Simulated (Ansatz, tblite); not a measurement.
Removing and adding an electron: `CN(C)c1ccc(/C=C/c2ccc(/C=C/c3ccc(/C=C/C#N)s3)s2)s1`. The state is a singlet with charge 0. Geometry: PBE-D4/def2-SVP. Ansatz, gas phase; energy differences of separate SCF runs; the oxidised species was run as a doublet alone; the reduced species was run as a doublet alone.

```xyz
44

C    -8.800   -1.396   -1.356
N    -7.364   -1.568   -1.462
C    -6.820   -2.906   -1.594
C    -6.558   -0.549   -1.030
C    -6.921    0.751   -0.647
C    -5.805    1.543   -0.294
C    -4.573    0.886   -0.371
C    -3.280    1.406   -0.063
C    -2.082    0.733   -0.135
C    -0.799    1.284    0.196
C    -0.440    2.571    0.635
C     0.940    2.722    0.862
C     1.694    1.563    0.609
C     3.107    1.403    0.750
C     3.825    0.256    0.504
C     5.246    0.114    0.652
C     6.222    1.046    1.055
C     7.526    0.524    1.077
C     7.603   -0.825    0.692
C     8.735   -1.702    0.587
C    10.039   -1.369    0.858
C    11.109   -2.292    0.731
N    12.008   -3.046    0.630
S     6.003   -1.422    0.303
S     0.630    0.273    0.074
S    -4.818   -0.782   -0.904
H    -9.309   -2.229   -1.876
H    -9.153   -1.371   -0.297
H    -9.115   -0.449   -1.842
H    -7.529   -3.540   -2.160
H    -5.867   -2.876   -2.163
H    -6.616   -3.393   -0.611
H    -7.957    1.110   -0.624
H    -5.881    2.591    0.028
H    -3.283    2.459    0.267
H    -2.091   -0.320   -0.466
H    -1.175    3.374    0.782
H     1.409    3.655    1.208
H     3.639    2.307    1.092
H     3.276   -0.640    0.164
H     5.977    2.082    1.326
H     8.410    1.109    1.366
H     8.531   -2.734    0.257
H    10.307   -0.352    1.191
```

The xTB rows come from tblite. Single mean-field runs in def2-TZVP are fitted with def2-universal-jkfit.

Problem. Estimate orbital energies and vertical ionisation energies and electron affinities at: GFN1-xTB; GFN2-xTB; PBE-D4/def2-TZVP; PBE0-D4/def2-TZVP.

Solution. 
```
            level  −HOMO (eV)  vertical IE (eV)  −LUMO (eV)  vertical EA (eV)  HOMO–LUMO gap (eV)  IE − EA (eV)
         GFN1-xTB       10.02             11.57        8.88              7.32                1.14          4.26
         GFN2-xTB        9.32             10.87        8.23              6.69                1.09          4.19
 PBE-D4/def2-TZVP        4.36              5.84        3.12              1.73                1.24          4.11
PBE0-D4/def2-TZVP        5.00              5.99        2.63              1.71                2.37          4.28
```

Run but left out: PBE-QIDH/def2-TZVP (charge +1 doublet: ⟨S²⟩ 1.69, where a pure state has 0.75); PBE-QIDH/def2-TZVP (charge -1 doublet: ⟨S²⟩ 1.46, where a pure state has 0.75).   Raw xTB energy differences between charge states are shifted by several eV; the methods need an empirical correction for them. Sets without diffuse functions give affinities that are too small.
